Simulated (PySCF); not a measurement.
# Zn²⁺ (zinc, charge +2) across methods

[Ar] 3d9 4s1, high-spin 3D determinant (an excited configuration). Computed with PySCF 2.14 in aug-cc-pVTZ-DK, with scalar relativity by spin-free X2C-1e. The B2PLYP total includes its PT2 part (frozen core); its orbital energies are those of the SCF part.

| method | E (hartree) | mean ε 3d α (eV) | mean ε 3d β (eV) | mean ε 4s α (eV) | Σ⟨r²⟩ (bohr²) | ⟨S²⟩ |
| --- | --- | --- | --- | --- | --- | --- |
| UHF | -1793.06636 | -50.807 | -48.904 | -29.057 | 18.16 | 2.001 |
| r2SCAN | -1794.530 | -39.167 | -37.630 | -26.382 | 18.12 | 2.001 |
| LDA | -1791.515 | -38.975 | -37.513 | -26.380 | 18.17 | 2.000 |
| PBE0 | -1794.317 | -41.898 | -40.372 | -26.944 | 18.14 | 2.000 |
| B2PLYP | -1794.278 | -45.219 | -43.607 | -27.821 | 18.14 | 2.000 |
| revPBE | -1794.465 | -38.537 | -37.105 | -25.936 | 18.21 | 2.000 |
| M06 | -1794.549 | -42.107 | -40.544 | -27.286 | 18.04 | 2.000 |
| PBE | -1794.298 | -38.622 | -37.191 | -26.051 | 18.21 | 2.000 |

Problem. Estimate the same row for MN15.

Solution. E (hartree) = -1795.751; mean ε 3d α (eV) = -42.995; mean ε 3d β (eV) = -41.691; mean ε 4s α (eV) = -27.292; Σ⟨r²⟩ (bohr²) = 18.30; ⟨S²⟩ = 2.001.
